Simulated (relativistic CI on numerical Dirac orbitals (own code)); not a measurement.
## Au70+: sensitivity of the levels to the model

Base calculation: Dirac-Coulomb-Breit CI, KLI orbitals optimised for each configuration, model QED (radiative potential, 1s self-energy scaled to tabulated hydrogen-like ionisation energies), unscaled Slater integrals.

CI space (outside the closed core 1s2): 2s2.2p5, 2s.2p6, 2s2.2p4.3s, 2p6.3s, 2p6.3p, 2s2.2p4.3p, 2p6.3d, 2s2.2p4.3d, 2s.2p5.3s, 2s.2p5.3p, 2s.2p5.3d, 2s2.2p4.4s, 2s2.2p4.4p, 2s2.2p4.4d, 2s2.2p4.4f, 2s2.2p3.3s2. Levels of other configurations are missing.

Variants: (1) Breit term removed. Shifts of the energy above 2s2.2p5 2P°_3/2, in eV, for the lowest level and the first level of each name with at least 55 % of one term (blank where a level changes its place among those of its configuration and J or its character, or is not in the variant):

| Level | Base | Δ(1) |
| --- | --- | --- |
| 2s2.2p5 2P°_3/2 | 0.0 | 0.0 |
| 2s2.2p5 2P°_1/2 | 1884.0 | +20.8 |
| 2s.2p6 2S_1/2 | 2415.9 | -1.1 |
| 2s2.2p4.3s 4P_5/2 | 9659.9 | +22.3 |
| 2s2.2p4.3s 2P_3/2 | 9672.0 | +21.6 |
| 2s2.2p4.3s 2S_1/2 | 9731.9 | +11.1 |
| 2s2.2p4.3p 2P°_1/2 | 9879.8 | +5.2 |
| 2s2.2p4.3p 4D°_7/2 | 10342.8 | +23.6 |
| 2s2.2p4.3d 2D_3/2 | 10572.7 | +13.0 |
| 2s2.2p4.3d 4F_9/2 | 10624.6 | +28.8 |
| 2s2.2p4.3d 2P_1/2 | 10640.2 | +25.5 |
| 2s2.2p4.3s 4P_3/2 | 11554.1 | +38.5 |
| 2s2.2p4.3s 2P_1/2 | 11564.8 | +38.7 |
| 2s2.2p4.3s 2D_5/2 | 11574.3 | +48.9 |
| 2s2.2p4.3s 2D_3/2 | 11581.5 | +47.4 |
| 2s.2p5.3s 4P°_5/2 | 12009.1 | +24.1 |
| 2s.2p5.3s 2P°_3/2 | 12040.2 | +22.5 |
| 2s.2p5.3s 2P°_1/2 | 12111.4 | +20.1 |
| 2s2.2p4.3p 4D°_5/2 | 12237.0 | +39.1 |
| 2s2.2p4.3p 2F°_7/2 | 12253.6 | +50.7 |
| 2s.2p5.3p 2D_3/2 | 12262.0 | +14.7 |
| 2s2.2p4.3d 4D_1/2 | 12388.5 | +38.0 |

At this charge energies of transitions that change n are usually good to better than 1 %, and those within a shell (Δn = 0) to a few per cent.

Ionisation energy from the two ground configurations alone: base 18393.9 eV; Breit term removed 18423.7 eV. The NIST ASD value (theoretical) is 18400 eV.

LS names give the leading component of a level, which can be under half, so a name can repeat, a term be missing and a line seem to break the LS rules.
